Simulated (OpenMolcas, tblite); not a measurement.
**CH4F2Si (SMILES C[SiH](F)F): methods side by side**

CH4F2Si has 8 atoms, charge 0, and is taken as a singlet. As SMILES, `C[SiH](F)F`. Geometry: relaxed at PBE0-D4/def2-TZVP.

Quantity: the vertical energy of the triplet above the singlet, in eV. The values are calculated.

```json
{"level": "GFN1-xTB", "kind": "semi-empirical", "program": "tblite", "value (eV)": "7.93", "less CCSD(T)/cc-pVDZ": "-1.66", "CPU time (all runs)": "under 2 s"}
{"level": "HF/cc-pVDZ", "kind": "Hartree–Fock", "program": "OpenMolcas", "value (eV)": "9.83", "less CCSD(T)/cc-pVDZ": "+0.24", "CPU time (all runs)": "19 s"}
{"level": "SVWN5/cc-pVDZ", "kind": "LDA", "program": "OpenMolcas", "value (eV)": "8.13", "less CCSD(T)/cc-pVDZ": "-1.46", "CPU time (all runs)": "62 s"}
{"level": "BLYP/cc-pVDZ", "kind": "GGA", "program": "OpenMolcas", "value (eV)": "8.24", "less CCSD(T)/cc-pVDZ": "-1.35", "CPU time (all runs)": "1.8 min"}
{"level": "TPSS/cc-pVDZ", "kind": "meta-GGA", "program": "OpenMolcas", "value (eV)": "8.33", "less CCSD(T)/cc-pVDZ": "-1.26", "CPU time (all runs)": "2.4 min"}
{"level": "B3LYP/cc-pVDZ", "kind": "global hybrid", "program": "OpenMolcas", "value (eV)": "8.70", "less CCSD(T)/cc-pVDZ": "-0.89", "CPU time (all runs)": "95 s"}
{"level": "PBE0/cc-pVDZ", "kind": "global hybrid", "program": "OpenMolcas", "value (eV)": "8.67", "less CCSD(T)/cc-pVDZ": "-0.92", "CPU time (all runs)": "93 s"}
{"level": "CCSD(T)/cc-pVDZ, open shells restricted", "kind": "coupled cluster or CI", "program": "OpenMolcas", "value (eV)": "9.59", "less CCSD(T)/cc-pVDZ": "0.00", "CPU time (all runs)": "2.4 min"}
```

Differences are taken from CCSD(T)/cc-pVDZ, open shells restricted for orientation; it has basis-set and higher-order errors of its own. The values span 7.93 to 9.83 eV. A triplet this far above the singlet is often a Rydberg-like or dissociative state; sets without diffuse functions put Rydberg states too high. In so small a basis fixed costs decide the times, and correlated methods can beat functionals. CPU times are rough (shared hosts, several kinds of processor and program).
